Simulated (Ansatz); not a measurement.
`OCC(F)[SiH3]` and `FC[SiH3]` differ in one atom or group.

Ansatz, PBE0-D4/def2-TZVP geometries, multiplicity 1. Each molecule was computed in one conformer, which needn't be the lowest.

```
                             property  `OCC(F)[SiH3]`
   HOMO energy (PBE0/def2-TZVPP) / eV           -8.18
    LUMO energy (PBE/def2-TZVPP) / eV           -0.27
HOMO energy (ωB97M-V/def2-TZVPP) / eV          -10.56
 HOMO–LUMO gap (PBE0/def2-TZVPP) / eV            8.78
    HOMO energy (PBE/def2-TZVPP) / eV           -6.57
HOMO–LUMO gap (B3LYP/def2-TZVPP) / eV            8.29
```

Problem. Give the same properties after the change, and the shifts. (Estimate.)

Solution. Computed: 
| property | `FC[SiH3]` | shift |
| --- | --- | --- |
| HOMO energy (PBE0/def2-TZVPP) / eV | -8.73 | -0.55 |
| LUMO energy (PBE/def2-TZVPP) / eV | -0.31 | -0.04 |
| HOMO energy (ωB97M-V/def2-TZVPP) / eV | -11.05 | -0.49 |
| HOMO–LUMO gap (PBE0/def2-TZVPP) / eV | 9.24 | 0.46 |
| HOMO energy (PBE/def2-TZVPP) / eV | -7.21 | -0.64 |
| HOMO–LUMO gap (B3LYP/def2-TZVPP) / eV | 8.76 | 0.47 |

With PBE0 the HOMO falls by 0.55 eV and the LUMO falls by 0.10 eV, so the gap widens by about 0.45 eV. PBE moves the HOMO by -0.64 eV and ωB97M-V by -0.49 eV.

B3LYP here is the variant with VWN-RPA as its local correlation; programs differ in this.
